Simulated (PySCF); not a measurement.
Species: C₂H₁₀S₃Si₂.
Geometry (GFN2-xTB, Å), atoms numbered from 1 in this order:
```xyz
17
C2H10S3Si2 angstrom
C     -3.145    1.410    0.214
S     -3.217   -0.341    0.718
Si    -1.157   -0.900    0.686
S     -0.229   -0.040   -1.058
C      1.137   -1.219   -1.222
S      2.161   -1.414    0.259
Si     3.118    0.516    0.343
H     -2.806    2.013    1.051
H     -2.475    1.516   -0.634
H     -4.154    1.694   -0.064
H     -0.462   -0.377    1.856
H     -1.149   -2.342    0.551
H      1.751   -0.872   -2.050
H      0.728   -2.201   -1.447
H      3.747    0.714   -0.957
H      4.051    0.338    1.439
H      2.093    1.518    0.604
```

Theory: TDDFT B3LYP/def2-SVPD, vertical, gas phase, core orbitals frozen in the response in PySCF 2.14.0, density-fitted response routines. The geometry optimisation had not met its thresholds, so the values belong to a structure short of the stationary point.

Transition dipole moments from the ground state, in atomic units and in the frame of the coordinates above (overall signs are arbitrary), for the states with f of 0.002 or more among the lowest 8:

```
state  E (eV)      μx      μy      μz
   S2   5.064  -0.225   0.035   0.070
   S3   5.242  -0.209   0.037  -0.034
   S4   5.324  -0.149   0.116   0.122
   S5   5.452  -0.183  -0.049  -0.184
   S6   5.569   0.442  -0.089  -0.012
   S8   5.885   0.185  -0.028   0.167
```

Question: Work out the oscillator strengths.

Answer: f = (2/3) ΔE |μ|² with ΔE in hartree (27.2114 eV).

```
state  |μ|² (au)  |μ| (D)      f
   S2      0.057     0.61  0.007
   S3      0.046     0.55  0.006
   S4      0.050     0.57  0.007
   S5      0.070     0.67  0.009
   S6      0.203     1.15  0.028
   S8      0.063     0.64  0.009
```

Question: Which bond between heavy atoms lies closest to the direction of the S6 transition dipole?

Answer: S2–Si3, at 4° from it; next S4–C5 at 30°.

Question: How is the summed strength of these states shared among x, y and z?

Answer: (2/3) Σ ΔE μα² gives 0.051 for x, 0.004 for y and 0.011 for z, 0.066 in all.

Question: What peak molar absorption coefficient would the strongest computed level give as a lone Gaussian band 0.5 eV wide at half height?

Answer: ε(max) = 2.175×10⁸ f / FWHM, with the width in cm⁻¹. S6: 2.175×10⁸ × 0.0277 / 4033 ≈ 1500 L mol⁻¹ cm⁻¹.

On Arm Neoverse N1, one thread, shared host with 64 logical CPUs at a one-minute load of 54, this took 93 s and 0.94 GiB of memory at its peak.

One conformer stands for the species.
